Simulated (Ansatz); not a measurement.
## Reading a saddle point

A first-order saddle point of GaNH₆S, closed shell, PBE0-D4/def2-TZVP, with one imaginary mode of 329i cm⁻¹:

Ga1  (-0.809, -0.713, 0.080)
N2  (-0.411, 1.156, -0.137)
H3  (-1.477, -1.380, -1.166)
H4  (-0.886, -1.197, 1.566)
H5  (1.097, 0.429, -0.432)
S6  (1.720, -0.872, -0.481)
H7  (-0.852, 1.633, -0.913)
H8  (-0.494, 1.744, 0.682)
H9  (2.112, -0.801, 0.801)
(Å)

Program: Ansatz 0.2.0. Basis: def2-TZVPP and def2-QZVPP. Cores are frozen in the correlated methods. Filled d shells of the heavier atoms are correlated. The def2 sets are not built for correlating such inner shells, so the correlated values are less sure here. Extrapolation: Hartree–Fock as exp(−7.88 √X), correlation as X^−2.97.

(1) Which contacts change along the imaginary mode, and what lies on either side? (A judgement: the text doesn't fix the answer.)

(2) Which side is lower, and how far does the saddle lie above each? (An estimate is asked for; the value comes from the calculation.)

The T1 diagnostic stays at or below 0.013.

Answers

(1) Computed: The step is GaNH₄ ([NH2][GaH2]) + H₂S → GaH₃S ([SH][GaH2]) + NH₃ (still joined by a long Ga–N bond), with the molecules in contact on both sides. Shortening one way: Ga1–S6, N2–H5; lengthening the same way: Ga1–N2, H5–S6.
```
  pair  one side (Å)  saddle (Å)  other side (Å)
Ga1–S6          2.73        2.59            2.26
 N2–H5          2.51        1.70            1.02
Ga1–N2          1.86        1.92            2.16
 H5–S6          1.35        1.44            2.95
```

(2) The calculation gives: The side with Ga1–S6, N2–H5 short is lower by 28.30 kcal/mol; the saddle lies 31.61 kcal/mol above it and 3.31 kcal/mol above the other (CCSD(T) at an estimated basis limit (MP2 extrapolated from triple and quadruple zeta, plus CCSD(T) − MP2 in triple zeta); electronic energies).

Exchanges of this kind with a chalcogen hydride build sulfide and selenide films.

Labels in which every atom is bracketed show which atoms are joined, not bond orders.

For scale, one of the runs: CCSD(T)/def2-TZVPP, 205 basis functions, launched by `ansatz run in.yaml --threads 4 --pin off --events-out ev --progress --plain --max-ram 9574MiB`. Hardware: 4 CPU threads of an AMD EPYC, shared host. Wall time 110 s; peak host memory 2.6 GiB.
